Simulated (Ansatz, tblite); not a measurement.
Cost and result up the ladder for the cluster Cd₃⁺ (3 atoms). Charge 1, multiplicity 2. Geometry: r2SCAN/def2-TZVP.

```xyz
3

Cd   -0.003    0.011   -0.009
Cd    2.040   -0.864   -1.814
Cd   -2.037    0.853    1.823
```

Ansatz on 4 threads of Intel Xeon 6975P-C on a shared host; xTB runs through tblite on one thread. Times are rough, summed over both states, and most runs start from the orbitals of an earlier one. ωB97X-V/def2-TZVP serves as the yardstick here, not as an exact answer. Differences are given only for rows in sets of like size (and for xTB, whose basis is part of the method), since another set adds its own error. The other state is a quartet at its own geometry.

In the def2 sets Cd takes a core potential, while STO-3G treats all electrons; there is no spin–orbit coupling. The xTB rows come from tblite. HSE06 is defined as in plane-wave codes, on full-range PBE exchange. Correlated methods freeze no core orbitals; core or outer-core shells of Cd are correlated, in sets that lack core-valence functions. The structure comes from a short search, and lower isomers may exist.

Run but left out: MP2/def2-TZVP (doublet: ⟨S²⟩ 0.93, where a pure state has 0.75).

Correlated methods converge slowly with the basis.

xTB has no spin-polarisation term.

```
                           level  functions  wall time
                        GFN1-xTB         12    0.002 s
                        GFN2-xTB         12    0.002 s
           LDA (SPW92)/def2-TZVP        120     0.95 s
                       HF/STO-3G         81      1.6 s
                   PBE/def2-TZVP        120      1.6 s
                revPBE/def2-TZVP        120      1.8 s
                 HSE06/def2-TZVP        120      2.8 s
                r2SCAN/def2-TZVP        120      3.4 s
               RPA@PBE/def2-TZVP        120      4.3 s
PBE-QIDH/def2-TZVP (with forces)        120      7.1 s
               ωB97X-V/def2-TZVP        120      8.5 s
                  PBE0/def2-TZVP        120        9 s
               CCSD(T)/def2-TZVP        120       33 s
```

(1) Estimate what each level gives for the quartet − doublet (eV).

Results:

(1) 
| level | quartet − doublet (eV) | difference from ωB97X-V/def2-TZVP (eV) | remarks |
| --- | --- | --- | --- |
| GFN1-xTB | 6.87 | 3.15 | – |
| GFN2-xTB | 7.44 | 3.72 | – |
| LDA (SPW92)/def2-TZVP | 4.18 | 0.46 | – |
| HF/STO-3G | 3.48 | – | spin-contaminated (⟨S²⟩ 0.99) (doublet) |
| PBE/def2-TZVP | 3.85 | 0.13 | – |
| revPBE/def2-TZVP | 3.72 | 0.00 | – |
| HSE06/def2-TZVP | 3.62 | -0.10 | – |
| r2SCAN/def2-TZVP | 3.64 | -0.08 | – |
| RPA@PBE/def2-TZVP | 3.56 | -0.16 | – |
| PBE-QIDH/def2-TZVP (with forces) | 3.50 | -0.22 | spin-contaminated (⟨S²⟩ 0.84) (doublet) |
| ωB97X-V/def2-TZVP | 3.72 | 0.00 | – |
| PBE0/def2-TZVP | 3.63 | -0.09 | – |
| CCSD(T)/def2-TZVP | 3.61 | -0.11 | spin-contaminated (⟨S²⟩ 0.93) (doublet) |
